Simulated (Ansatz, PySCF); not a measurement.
B3H7N3, SMILES [NH2+]1BNBNB1, charge +1. Atoms are numbered in the order given.

```xyz
13

B     -1.4992     0.0001     0.0000
N     -0.7485     0.0001     1.2359
B      0.6345    -0.0001     1.3379
N      1.4173    -0.0008     0.0000
B      0.6345    -0.0001    -1.3379
N     -0.7485     0.0001    -1.2359
H     -2.6934     0.0001     0.0000
H     -1.2840     0.0004     2.1024
H      1.2774     0.0001     2.3439
H      2.0708    -0.8015     0.0000
H      2.0728     0.7982     0.0000
H      1.2774     0.0001    -2.3439
H     -1.2840     0.0004    -2.1024
```
Charge +1, spin multiplicity 1.

Geometry: B3LYP-D3(BJ)/def2-SVP. The isomer is the one that the SMILES or the coordinates give; other isomers of the formula were not compared.

Two levels are set side by side: PBE-D3(BJ)/def2-SVP (Ansatz, an electronic-structure program) and B3LYP-D3(BJ)/def2-SVP (Ansatz). Each level has its own optimised geometry; the coordinates shown are those of the second. Frequencies come from the Hessian of PySCF at each geometry. Differences are taken from unrounded values.

```csv
quantity,B3LYP-D3(BJ),PBE-D3(BJ),PBE-D3(BJ) minus B3LYP-D3(BJ)
mean bond length (Å),1.266,1.273,0.007
bond B1–N2 (Å),1.446,1.452,0.006
bond B1–N6 (Å),1.446,1.452,0.006
bond N2–B3 (Å),1.387,1.394,0.008
bond B3–N4 (Å),1.550,1.553,0.003
bond N4–B5 (Å),1.550,1.553,0.003
bond B5–N6 (Å),1.387,1.394,0.008
bond B1–H7 (Å),1.194,1.204,0.010
bond N2–H8 (Å),1.019,1.026,0.007
bond B3–H9 (Å),1.194,1.204,0.010
bond N4–H10 (Å),1.034,1.041,0.007
bond N4–H11 (Å),1.034,1.041,0.007
bond B5–H12 (Å),1.194,1.204,0.010
bond N6–H13 (Å),1.019,1.026,0.007
highest harmonic wavenumber (cm⁻¹),3582,3507,-75
mean harmonic wavenumber (cm⁻¹),1401,1365,-36
zero-point energy (kcal/mol),66.08,64.38,-1.70
```

GGA bonds tend to be longer and softer than those of functionals with exact exchange. Differences between two approximate levels are no errors against the true value.
